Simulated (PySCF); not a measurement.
**Electron correlation in Sb⁻ (antimony, charge -1)**

[Kr] 4d10 5s2 5p4, high-spin 3P determinant. Calculation: PySCF 2.14, in aug-cc-pVTZ-PP with ECP28MDF (6s5p4d2f, 55 functions); a scalar-relativistic core potential. Frozen: 4s2 4p6 4d10; 6 electrons correlated.

```csv
level,correlation energy (mhartree)
CCSD,-101.92
(T),-4.56
CCSD(T),-106.48
```

Diagnostics: T1 = 0.012, D1 = 0.0296, largest double amplitude 0.044.

Cost of the coupled-cluster step: roughly 2.8 core-seconds, for 6 correlated electrons.
